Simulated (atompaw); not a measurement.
**Before and after: PAW (atompaw) potential for rhodium (Rh)**

```json
{"Element": "rhodium (Rh)", "Generator": "atompaw 4.2.0.5", "Type": "PAW", "Functional": "LDA (PW92)", "Relativity": "scalar-relativistic", "Frozen core": "[Kr]", "Valence charge": "9", "Reference configuration": "4d8 5s1 5p0", "Partial waves": "5s (bound): rc 2.80 bohr; 5s channel at 0.3 Ry: rc 2.80 bohr; 5p (bound, empty): rc 2.80 bohr; 5p channel at 0.5 Ry: rc 2.80 bohr; 4d (bound): rc 2.80 bohr; 4d channel at 2.75 Ry: rc 1.50 bohr", "Local potential": "bessel scheme, radius 2.40 bohr", "Core correction": "smooth core density matched at 2.00 bohr", "Augmentation charge": "sinc compensation charge, radius 2.05 bohr; PAW radius 2.80 bohr; waves and projectors: custom rrkj gramschmidtortho"}
```

Change: wave 4d (bound): rc 2.80 bohr becomes 4d (bound): rc 2.36 bohr.

Cutoffs: the cutoffs (Ry, on a coarse ladder) from which the occupation-weighted sum of valence levels, in a spherical-Bessel basis at the reference potential, stays within 10 and 1 mRy of its value at 400 Ry; they do not see the model core or the augmentation charge, which bear on the density cutoff.

Problem. What does the change do?

Solution. The potential gets harder (12 Ry and 21 Ry → 18 Ry and 30 Ry); neither file shows a bound ghost.

```tsv
quantity	base	changed
cutoff, loose	12 Ry	18 Ry
cutoff, tight	21 Ry	30 Ry
loose cutoff by channel (10 mRy a level)	s 6 Ry, d 10 Ry	s 6 Ry, d 15 Ry
bound ghosts	none	none
s: phases at 2.81 bohr within 0.05 rad from the reference energy up to (Ry; the scan ends near 5)	3.2	3.2
p: phases at 2.81 bohr within 0.05 rad from the reference energy up to (Ry; the scan ends near 5)	3.2	3.2
d: phases at 2.81 bohr within 0.05 rad from the reference energy up to (Ry; the scan ends near 5)	to the end of the scan	to the end of the scan
lowest overlap eigenvalue by channel	s 0.39, p 0.60, d 0.82	s 0.39, p 0.60, d 0.68
```

 The cutoffs see the waves, projectors and local potential, not the compensation charge or the core.
